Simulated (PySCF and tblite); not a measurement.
The numbers below are computed, except where a source is named.
Stationary points of C5H11NS at GFN2-xTB, in Å:

Structure A

```
 1 C    -1.479   -0.013   -1.052
 2 C    -0.601    0.314    0.154
 3 C    -1.066   -0.422    1.409
 4 N     0.809    0.044   -0.129
 5 C     1.684    1.191   -0.087
 6 C     1.297   -1.161   -0.414
 7 S     0.506   -2.590   -0.515
 8 H    -1.114    0.500   -1.939
 9 H    -2.499    0.308   -0.858
10 H    -1.480   -1.082   -1.242
11 H    -0.664    1.392    0.343
12 H    -1.053   -1.495    1.247
13 H    -2.079   -0.117    1.655
14 H    -0.416   -0.186    2.250
15 H     1.370    1.933   -0.826
16 H     1.656    1.653    0.903
17 H     2.708    0.894   -0.304
18 H     2.369   -1.167   -0.600
```

Structure B

```
 1 C    -1.349    0.787   -0.740
 2 C    -0.533    0.212    0.424
 3 C    -1.279   -1.001    0.969
 4 N     0.840   -0.081   -0.009
 5 C     1.438    0.932   -0.857
 6 C     1.640   -1.049    0.446
 7 S     1.422   -2.218    1.569
 8 H    -0.984    1.754   -1.073
 9 H    -2.377    0.919   -0.414
10 H    -1.346    0.095   -1.579
11 H    -0.468    0.975    1.216
12 H    -1.245   -1.820    0.256
13 H    -2.319   -0.728    1.135
14 H    -0.861   -1.342    1.908
15 H     1.027    0.894   -1.867
16 H     1.260    1.924   -0.436
17 H     2.513    0.778   -0.920
18 H     2.620   -1.031   -0.028
```

Structure C

```
 1 C    -1.244    1.261   -0.106
 2 C    -0.548    0.050    0.507
 3 C    -1.253   -1.255    0.135
 4 N     0.860   -0.004    0.138
 5 C     1.215    0.151   -1.251
 6 C     1.795   -0.210    1.063
 7 S     1.553   -0.416    2.668
 8 H    -0.691    2.171    0.115
 9 H    -2.238    1.355    0.322
10 H    -1.347    1.159   -1.184
11 H    -0.557    0.148    1.599
12 H    -1.307   -1.382   -0.945
13 H    -2.265   -1.247    0.528
14 H    -0.723   -2.101    0.565
15 H     0.575   -0.474   -1.874
16 H     1.106    1.192   -1.568
17 H     2.249   -0.151   -1.403
18 H     2.812   -0.241    0.680
```

Geometries: GFN2-xTB; energies: PBE/pcSseg-1 + D3(BJ); zero-point and thermal terms from GFN2-xTB harmonic modes (soft modes blended into free rotors).

Q: Which structure is a saddle point, and along which motion?

A: B: one imaginary mode (59i cm⁻¹ at GFN2-xTB, mostly on C1, C3, S7), along the rotation about the C2–N4 bond (torsion C1–C2–N4–C5 from -49° to 117°, rising).

Q: Give their symmetry and energies above the lowest.

A: A Cs, 2.9 kcal/mol; B C1, 10.1 kcal/mol; C C1, 0.0 kcal/mol.
